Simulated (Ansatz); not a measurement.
Relaxation of C₃H₁₁NSi (16 atoms, charge 0, multiplicity 1), to a largest force component of 0.02 eV/Å in at most 40 steps.

Level of theory: RKS BHLYP/6-31G (Ansatz 0.2.0).

```xyz
16
Properties=species:S:1:pos:R:3
Si 0.000 0.000 0.000
N 0.000 0.000 1.820
C -1.216 -0.376 2.555
H -1.864 -1.000 1.905
H -0.938 -0.953 3.461
H -1.766 0.540 2.855
C 1.216 0.376 2.555
H 1.464 -0.416 3.292
H 2.058 0.494 1.842
H 1.046 1.335 3.087
C 1.763 0.000 -0.623
H 2.111 -1.046 -0.751
H 1.812 0.528 -1.598
H 2.415 0.519 0.111
H -0.688 1.191 -0.486
H -0.688 -1.191 -0.486
```

**Question.** Where does it end, and by what steps?

**Answer.** The forces met the threshold. The force dipped under the threshold on the way, but the program's further checks kept it going. Limits of this set-up: no polarisation functions. After 31 steps the energy has fallen by 0.405 eV; H9 moved furthest, 1.57 Å.

```
step  energy less start (eV)  largest force component (eV/Å)  accepted
   0                  0.0000                           1.848       yes
   2                 -0.3333                           0.252       yes
   4                 -0.3690                           0.173       yes
   6                 -0.3778                           0.044       yes
   8                 -0.3804                           0.069       yes
  10                 -0.3822                           0.157       yes
  12                 -0.3838                           0.037       yes
  14                 -0.3834                           0.176        no
  16                 -0.3856                           0.079       yes
  18                 -0.3870                           0.013       yes
  20                 -0.3874                           0.198        no
  22                 -0.3925                           0.059       yes
  24                 -0.3965                           0.130       yes
  26                 -0.4026                           0.088       yes
  28                 -0.4046                           0.063       yes
  30                 -0.4054                           0.025       yes
  31                 -0.4055                           0.004       yes
```

```xyz
16
Properties=species:S:1:pos:R:3
Si 0.207 0.435 0.067
N 0.022 0.225 1.810
C -0.809 -0.812 2.391
H -1.456 -1.250 1.637
H -0.219 -1.617 2.837
H -1.447 -0.398 3.174
C 0.812 0.967 2.773
H 1.571 0.346 3.256
H 1.318 1.799 2.293
H 0.174 1.377 3.558
C 1.580 -0.598 -0.755
H 1.407 -1.662 -0.614
H 1.608 -0.397 -1.824
H 2.554 -0.356 -0.339
H 0.505 1.881 -0.171
H -1.100 0.060 -0.556
```

Whether the end is a true minimum wasn't checked by a vibrational analysis.

The run took 2.4 min on 1 thread of Arm Neoverse V2 (shared host), peak memory 0.17 GiB.
